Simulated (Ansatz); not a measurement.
Ideal-gas functions of OSn, SMILES `[O]=[Sn]` at 400 K and 1 bar, from an Ansatz frequency run at PBE0-D4/def2-TZVP.

Molar mass 134.71 g/mol, point group C∞v (symmetry number 1), electronic degeneracy 1, moments of inertia 46.588 u Å². Harmonic wavenumbers (cm⁻¹, unscaled): 873.

Use S(trans) = R[1.5 ln M + 2.5 ln T − 1.1517]; rotational temperatures θ = 24.2544 K / I; S(rot) = R[ln(T/σθ) + 1]; for each mode x = 1.438777 ν̃/T, S = R[x/(eˣ − 1) − ln(1 − e⁻ˣ)] and H = RT x/(eˣ − 1); 1 cm⁻¹ = 0.0119627 kJ/mol; R = 8.31446 J/(mol·K).

Task: By hand: the entropy, in J/(mol·K).

Result: Translation 176.1. Rotation: θ = 0.5206 K, giving 63.6. Vibration, mode by mode: 1.55, in all 1.5. Electronic 0.0. Sum 241.2 J/(mol·K).

Task: By hand: H − E and G − E in kJ/mol, counted from the electronic energy.

Result: Zero-point energy ½ × 873 × 0.0119627 = 5.2; thermal vibration 0.5; translation, rotation and pV give 3.5 RT = 11.6. H − E = 17.3 kJ/mol, and G − E = 17.3 − 400 × 241.2/1000 = -79.2 kJ/mol.

Vibration gives 1 % of the entropy; all modes have x over 3 and are hardly excited.
